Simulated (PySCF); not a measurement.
GeH₅O₄, SMILES [OH][Ge]([OH])([OH])[OH2+], charge +1.

Geometry: B3LYP-D3(BJ)/def2-SVP. The isomer is the one that the SMILES or the coordinates give; other isomers of the formula were not compared. The values are those of a single conformer.

Two levels are set side by side: TDDFT-PBE/def2-SVPD (PySCF) and TDDFT-LC-ωPBE/def2-SVPD (PySCF). Vertical, same geometry. The lowest singlet is HOMO→LUMO 98 % with PBE and HOMO→LUMO 79 % with the other functional; states are paired by order. Differences are taken from unrounded values.

```
quantity                               TDDFT-LC-ωPBE  TDDFT-PBE  TDDFT-PBE minus TDDFT-LC-ωPBE
-------------------------------------  -------------  ---------  -----------------------------
lowest singlet excitation (eV)                  7.79       5.95                          -1.84
lowest triplet excitation (TDA) (eV)            7.12       5.60                          -1.52
first bright state (f over 0.05) (eV)           8.28       6.46                          -1.82
its oscillator strength                         0.08       0.05                          -0.03
```

A lower first singlet is the usual sign of a functional without exact exchange. Differences between two approximate levels are no errors against the true value.

Rough cost on one machine, each run with all the roots and properties that it gave: TDDFT-LC-ωPBE against TDDFT-PBE within a factor of 2.
